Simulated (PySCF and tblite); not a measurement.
C₆H₈FNS, numbered as in [CH3:1][CH:2]([CH3:3])[c:4]1[s:5][n:6][cH:7][c:8]1[F:9]. Geometries GFN2-xTB; weights from PBE0-D3(BJ)/pcSseg-1 energies and GFN2-xTB thermal corrections, with symmetry numbers and mirror pairs. Conformers within 2.5 kcal/mol (GFN2-xTB free energy) were kept, 2 at most. GIAO shieldings: PBE0/pcSseg-1. Shifts are against TMS (¹H), TMS (¹³C), CFCl3 (¹⁹F), NH3 (¹⁵N) at the same level. Programs: PySCF with density fitting and tblite.

Torsions listed: C1–C2–C4–S5.

| conformer | shape | point group | mirror pair | ΔE(DFT) | Δ(G−E) at 298.15 K | δ C1/C3 (ppm) |
| --- | --- | --- | --- | --- | --- | --- |
| 1 | -119° | Cs | no | 0.00 | 0.00 | 24.2 |
| 2 | 61° | Cs | no | 0.16 | -0.27 | 30.0 |

Energies in kcal/mol; the thermal term leaves out symmetry numbers and mirror images.

(1) Work out the weights at 298.15 K and the ¹³C shift of C1/C3 under fast exchange.

Answers

(1) RT = 0.592 kcal/mol. Each conformer gets RT ln(σ/g), with σ the rotational symmetry number and g = 2 for a mirror pair: 1: σ = 1, g = 1, G = 0.00 + 0.00 + 0.00 = 0.00, 0.11 above the lowest, exp(−ΔG/RT) = 0.828; 2: σ = 1, g = 1, G = 0.16 − 0.27 + 0.00 = -0.11, 0.00 above the lowest, exp(−ΔG/RT) = 1.000. The sum is 1.828, so the weights are 45.3, 54.7 %. The averaged shift is 27.4 ppm. At 298.15 K the leading conformer alone gives 30.0 ppm and bare DFT energies give 26.7 ppm.


¹⁵N shifts are against a computed isolated NH3 molecule, about 20 ppm from the liquid.

Conformer gaps in pcSseg-1 on xTB geometries can be 2 kcal/mol off for S=O, P=O and other polar bonds.